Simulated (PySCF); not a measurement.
Predicted microwave data (PBE0-D3(BJ)/def2-SVP geometry optimisation, gas phase (PySCF 2.14.0)) for one isomer of C4H12Ge:

- Rotational constants: A = 7570, B = 1166, C = 1072 MHz
- Dipole components: |μa| = 0.68 D, |μb| = 0.54 D, |μc| = 0.13 D
- Inertial defect: -28.69 u·Å²
- κ: -0.97

Question: Which structure is it? (One computed conformer of each.)
A. GeH3(nBu) (`CCC[CH2][GeH3]`)
B. Ge(tBu)H3, `[H][Ge]([H])([H])[C](C)(C)C`
C. `[CH3:1][CH2:2][CH2:3][CH2:4][GeH3:5]` with C1–C2–C3–C4 178°, C2–C3–C4–Ge5 62° (n-butylgermane)

Answer: C. It is CCC[CH2][GeH3], a near-prolate asymmetric top, point group C1. The candidates at the same level (rigid rotor, commonest isotopes):

```json
{"SMILES": "CCC[CH2][GeH3]", "A (MHz)": "7570", "B (MHz)": "1166", "C (MHz)": "1072", "μa (D)": "0.68", "μb (D)": "0.54", "μc (D)": "0.13", "Δ (u·Å²)": "-28.69", "point group": "C1", "rotor": "near-prolate asymmetric top"}
{"SMILES": "[H][Ge]([H])([H])[CH2]CCC", "A (MHz)": "10752", "B (MHz)": "979.8", "C (MHz)": "947.3", "μa (D)": "0.85", "μb (D)": "0.08", "μc (D)": "0.19", "Δ (u·Å²)": "-29.28", "point group": "C1", "rotor": "near-prolate asymmetric top"}
{"SMILES": "[H][Ge]([H])([H])[C](C)(C)C", "A (MHz)": "4311", "B (MHz)": "1964", "C (MHz)": "1964", "μa (D)": "0.81", "μb (D)": "0.00", "μc (D)": "0.00", "Δ (u·Å²)": "-117.20", "point group": "near C3v", "rotor": "–"}
```

`[H][Ge]([H])([H])[C](C)(C)C` has C 83 % too high; `[H][Ge]([H])([H])[CH2]CCC` has A 42 % too high. No structure here is proved a minimum.
